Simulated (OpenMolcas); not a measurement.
Fe4+ among 5 point charges of -2.6 e arranged as a square pyramid (C4v), 1.81 Å from the ion, with the axial distance 2.100 Å.

- Program: OpenMolcas 26.06
- Method: CASSCF
- Basis: ANO-RCC-VDZP [5s4p2d1f]
- Scalar Hamiltonian: DKH2, point nucleus
- Active space: 4 electrons in 5 orbitals (3d)
- State averaging: 2S+1 = 5 even, 5 roots; 2S+1 = 3 even, 45 roots; 2S+1 = 1 even, 50 roots
- Spin-orbit coupling: state interaction with AMFI integrals over the reference wave functions

Q: What is the spin-free ground state?

A: A state of multiplicity 5, 1-fold in its orbital part, 100 % from free-ion D terms; it has the highest spin that d4 allows.

Q: Where is the first state of the same spin?

A: A 1-fold state lies at 4160 cm-1 above the ground state.

Q: What are the lowest two levels with spin-orbit coupling?

A: A 1-fold level, then a 1-fold level 0.1 cm-1 above it. Their leading multiplicities are 5 (100 %) and 5 (100 %).

Q: What is χT at 300 K, and how does it compare with the textbook value?

A: The lowest level has 2S+1 = 5, for which the spin-only value is χT = S(S+1) / 2 = 3.000 cm3 K/mol (g = 2). The computed 2.721 at 300 K differs by -0.279, through orbital momentum, spin-orbit coupling and any other state in reach.

Without dynamic correlation the repulsion within the d shell is too large (B by tens of per cent), so at a given field states of lower spin stand too high. Point charges give a weaker field than real ligands, and real ions of this kind are often low spin; the high spin found here belongs to the model. This is an electrostatic model: the charges have no orbitals. An unlabelled pair can be two single states that coincide in this model. No measured value stands beside these numbers.
